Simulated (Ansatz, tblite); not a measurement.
Removing and adding an electron: SnH2Me(SiH3) (CH₈SiSn). Total charge 0; singlet. Geometry: r2SCAN-D4/def2-SVP. Ansatz, gas phase; energy differences of separate SCF runs; the oxidised species was run as a doublet alone; the reduced species was run as a doublet alone.

```xyz
11

Sn    0.700    0.207    0.577
H     2.303   -0.408    0.474
H     0.704    1.480    1.734
C    -0.608   -1.366    1.278
H    -0.252   -1.734    2.251
H    -0.617   -2.200    0.563
H    -1.632   -0.983    1.395
Si   -0.036    1.113   -1.716
H     0.039    0.039   -2.755
H     0.844    2.243   -2.143
H    -1.446    1.609   -1.658
```

In the def2 sets Sn takes a core potential; there is no spin–orbit coupling. The xTB rows come from tblite.

```csv
level,−HOMO (eV),vertical IE (eV),−LUMO (eV),vertical EA (eV),HOMO–LUMO gap (eV),IE − EA (eV),remarks
GFN1-xTB,11.32,13.83,6.64,3.93,4.67,9.90,–
GFN2-xTB,10.38,12.97,6.07,3.41,4.32,9.56,–
PBE-D4/def2-TZVP,6.68,9.44,0.81,–,5.87,–,–
PBE-D4/def2-TZVPD,6.69,–,0.94,-0.65,5.75,–,HOMO above zero (-1 doublet)
r2SCAN-D4/def2-TZVP,6.92,9.51,0.49,–,6.43,–,–
r2SCAN-D4/def2-TZVPD,6.92,–,0.56,-0.83,6.36,–,HOMO above zero (-1 doublet)
PBE0-D4/def2-TZVP,7.73,9.61,0.07,–,7.65,–,–
PBE0-D4/def2-TZVPD,7.73,–,0.25,-0.82,7.48,–,HOMO above zero (-1 doublet)
```

   A HOMO above zero means that the electron is unbound at that level or that self-interaction error raises the level; the energy of removing that electron tells which. Raw xTB energy differences between charge states are shifted by several eV; the methods need an empirical correction for them. A negative affinity means that the extra electron isn't bound; its size then hangs on the basis.
